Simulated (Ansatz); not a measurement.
`F[C@H]1C[Si@@H]1F` + H₂ → `FC1C[SiH2]1` + H–F at 298.15 K and 1 bar (hydrogenolysis of the Si–F bond).

Gas-phase electronic energies from Ansatz, PBE0-D4/def2-TZVP geometries. CCSD(T)/CBS adds triple-zeta CCSD(T) − MP2 to the extrapolated MP2 energy (def2 sets, frozen cores). This one scheme is used for every species.

```csv
species,CCSD(T)/CBS energy (Eh),H − E (kJ/mol),S (J/(mol·K))
`F[C@H]1C[Si@@H]1F`,-567.17766,166.9,315.9
H₂,-1.17544,35.1,130.4
`FC1C[SiH2]1`,-467.91941,178.0,294.0
H–F,-100.39570,33.5,173.6
```

H − E and S are ideal-gas, rigid-rotor, harmonic terms from PBE0-D4/def2-TZVP, for one conformer and one mirror image of each species. The MP2-based limit puts H₂ 0.8 mEh under its directly extrapolated value; such offsets cancel only in part. 1 Eh = 2625.50 kJ/mol, R = 8.31446 J/(mol·K).

By hand: ΔE, ΔH, ΔS and ΔG.

ΔE = (-467.91941) + (-100.39570) − (-567.17766) − (-1.17544) = 0.03799 Eh = 99.7 kJ/mol. Δ(H − E) = 178.0 + 33.5 − 166.9 − 35.1 = 9.5, so ΔH = 109.2 kJ/mol. ΔS = 294.0 + 173.6 − 315.9 − 130.4 = 21.3 J/(mol·K). ΔG = 109.2 − 298.15 × (21.3)/1000 = 102.8 kJ/mol.

By hand: the equilibrium constant, and the temperature at which ΔG would vanish if ΔH and ΔS stayed fixed.

log₁₀ K = −ΔG/(RT ln 10) = -18.0. ΔG = 0 at ΔH/ΔS = 5127 K, far beyond where these terms or the molecules hold.

ΔH outweighs TΔS. A doubt of 5 kJ/mol in ΔE shifts log₁₀ K by 0.9 here. Other conformers and mirror images would add mixing entropy, several J/(mol·K) or more a flexible species. These are equilibria of isolated gas molecules and say nothing of rates. Largest T1 diagnostic: 0.012 (customary marks: 0.02 for closed shells, 0.045 for open ones).
